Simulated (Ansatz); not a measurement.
Mulliken charges of CH$_{5}$OSbTe, SMILES `[CH3][Sb]([OH])[TeH]` from B3LYP/def2-TZVPP in Ansatz (PBE0-D4/def2-TZVP geometry).

| atom | x (Å) | y (Å) | z (Å) | charge (e) |
| --- | --- | --- | --- | --- |
| C1 | -0.100 | 0.861 | -1.014 | -0.546 |
| Sb2 | -0.009 | -1.222 | -0.538 | 0.659 |
| O3 | 1.680 | -0.909 | 0.433 | -0.521 |
| Te4 | -1.813 | -1.115 | 1.567 | -0.149 |
| H5 | -1.117 | 1.136 | -1.293 | 0.133 |
| H6 | 0.216 | 1.420 | -0.134 | 0.143 |
| H7 | 0.581 | 1.063 | -1.841 | 0.132 |
| H8 | 2.007 | -1.713 | 0.846 | 0.173 |
| H9 | -1.356 | 0.432 | 1.956 | -0.023 |

Problem. By hand: the dipole of these point charges (1 e Å = 4.8032 D).

Solution. Σ q r = (-0.219, -0.448, -0.593) e Å, of length 0.775 e Å = 3.72 D.

Problem. How does the dipole of the full density compare? (Best estimate.)

Solution. The calculation gave: (0.022, -0.122, -0.275) e Å, 1.45 D; the point charges give 2.57 times that, at 24° from its direction.

Point charges leave out the atoms' own dipoles, such as those of lone pairs, and Mulliken's split depends on the basis, so the two needn't agree.

B3LYP here is the variant with VWN-RPA as its local correlation; programs differ in this.
